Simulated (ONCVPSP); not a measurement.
## Scattering properties, ONCV potential for sulfur

* Element: S (Z = 16)
* Generator: ONCVPSP 4.0.1
* Type: optimised norm-conserving Vanderbilt (ONCV)
* Functional: LDA (Perdew-Wang 92)
* Relativity: scalar-relativistic
* Frozen core: [He]
* Valence charge: 14
* Reference configuration: 2s2 2p6 3s2 3p2 (charge +2)
* Partial waves: 2s+3s: rc 0.85 bohr, ncon 3, nbas 6, qcut 18.6 1/bohr, 3 projectors, debl 2.3 Ha; 2p+3p: rc 0.80 bohr, ncon 4, nbas 8, qcut 17 1/bohr, 2 projectors; d scattering state at 0.02 Ha: rc 0.80 bohr, ncon 3, nbas 7, qcut 13.7 1/bohr, local
* Local potential: the d channel
* Core correction: polynomial model core, fcfact 0.3

The phase is arctan(r·R′/R) of the radial function R(r), unwrapped; energies in Ha, scanned from -10 to 5 Ha. A pole is an energy at which the radial function vanishes at the test radius. The pseudo phase is shifted by a multiple of π to meet the all-electron one at the reference energy, and phase errors are pseudo minus all-electron; the curves can meet again beyond the range given. Levels narrower than the energy grid can be missing from the lists of poles.

For each channel, where are the poles, and over which energies does the pseudopotential scatter like the atom?

```
channel  radius (bohr)  reference energy (Ha)  poles, all-electron  poles, pseudo  unbroken range about the reference energy with phases within 0.05 rad  phase error 1 Ha above the reference energy (rad)
      s           0.86                  -1.45                -7.49          -7.49                                                        the whole range                                             +0.000
      p           0.81                  -1.03                -5.42          -5.42                                                        the whole range                                             +0.000
      d           0.81                   0.02                 none           none                                                        the whole range                                             +0.001
```

Phases in the d channel:

```tsv
E (Ha)	all-electron	pseudo
-9.96	1.187	1.188
-9.16	1.165	1.167
-8.36	1.140	1.142
-7.56	1.111	1.112
-6.76	1.075	1.077
-5.96	1.033	1.034
-5.16	0.981	0.982
-4.36	0.915	0.917
-3.56	0.831	0.832
-2.76	0.721	0.722
-1.96	0.574	0.575
-1.16	0.377	0.378
-0.36	0.125	0.125
0.44	-0.169	-0.169
1.24	-0.461	-0.460
2.04	-0.711	-0.709
2.84	-0.905	-0.902
3.64	-1.051	-1.047
4.44	-1.162	-1.157
```
